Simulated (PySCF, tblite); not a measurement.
A set of runs on `ClC1=N[N]([GeH3])N=C1`; the geometry of each is named by its level. Settings lines and outputs come from a driver script.

Compound: C2H4ClGeN3.
Bonds: Cl1–C2, C2–C3 (aromatic), C3–N4 (aromatic), N4–N5 (aromatic), N5–Ge6, N5–N7 (aromatic), C2–N7 (aromatic). Hydrogens: H8 on C3; H9, H10, H11 on Ge6.

Step 1: GFN2-xTB geometry optimisation, gas phase (tblite 0.8.0) (from a force-field or distance-geometry start)
```json
{"job": {"kind": "relax", "xc": "GFN2-xTB", "basis": "xTB"}, "charge": 0, "multiplicity": 1}
```
```
step      E/eV     max force
  0    -586.37691    1.116
  1    -586.44071    0.655
  2    -586.47936    0.427
...
 11    -586.56510    0.153
 12    -586.56618    0.096
 13    -586.56644    0.040
 14    -586.56650    0.016
 15    -586.56652    0.010
```

Energy lowered by 4.4 kcal/mol over 15 steps; largest atomic force 0.010 eV/Å at the end. «max force» is the largest atomic force in eV/Å.

Time: under 0.1 s of wall time. Hardware: one thread of an Arm Neoverse V2 (shared host).

Step 2: GFN2-xTB harmonic vibrations, gas phase (tblite 0.8.0) (on the GFN2-xTB geometry)
```json
{"job": {"kind": "ir", "xc": "GFN2-xTB", "basis": "xTB"}, "charge": 0, "multiplicity": 1}
```
```
(table of modes left out)
```

27 modes from 6 to 3200 cm⁻¹ (unscaled, harmonic); zero-point energy 37.6 kcal/mol; all wavenumbers are real at this level.

The run took 0.25 s of wall time on one thread, Arm Neoverse V2 (aarch64), on a shared host.

Step 3: TDDFT CAM-B3LYP/def2-SVPD, vertical, gas phase, core orbitals frozen in the response (PySCF 2.14.0, density-fitted response routines) (on the GFN2-xTB geometry)
```json
{"job": {"kind": "uv", "xc": "CAM-B3LYP", "basis": "def2-SVPD", "nstates": 8, "ntriplets": 3}, "charge": 0, "multiplicity": 1}
```
```
...
Static polarisability (au): isotropic 84.131, principal 60.062 79.167 113.163
Singlet excitations
state   eV       nm        f      main configurations
  1   6.2908    197.1   0.21848   H->L 0.82
  2   6.3153    196.3   0.01224   H-2->L 0.72, H-3->L 0.09
  3   6.9321    178.9   0.00031   H->L+1 0.53, H->L+2 0.16
  4   7.1443    173.5   0.01292   H-3->L 0.61, H-4->L 0.12
  5   7.2606    170.8   0.00197   H->L+3 0.33, H-1->L 0.30, H->L+2 0.16
  6   7.2801    170.3   0.00241   H->L+4 0.31, H->L+2 0.27, H-1->L 0.18
  7   7.5759    163.7   0.00749   H->L+1 0.32, H->L+2 0.21, H->L+5 0.13
  8   7.7981    159.0   0.25576   H->L+4 0.36, H-1->L 0.31, H->L+3 0.12
Triplet excitations (Tamm-Dancoff, eV): 4.7173 5.0481 5.4681
```

HOMO -8.85 eV, LUMO 0.56 eV; lowest singlet 6.29 eV; lowest triplet 4.72 eV (Tamm–Dancoff); mean polarisability 84.1 au.

Cost: about 1.7 min of CPU time on one thread; the machine was shared, so the figure is rough.

Geometry of the electronic-property runs (GFN2-xTB):
```
atom  x, y, z in Å
Cl1   -3.0856    0.8888   -1.3586
C2    -1.7274    0.3179   -0.5195
C3    -1.6785   -0.5555    0.5789
N4    -0.4072   -0.7051    0.9004
N5     0.2675    0.0348    0.0476
Ge6    2.1075    0.0942    0.0171
N7    -0.4863    0.6675   -0.8273
H8    -2.4707   -1.0401    1.1089
H9     2.4270    1.4400   -0.5254
H10    2.5604   -1.0084   -0.8815
H11    2.4986   -0.1314    1.4334
```

 (This holds for the electronic-property runs.)
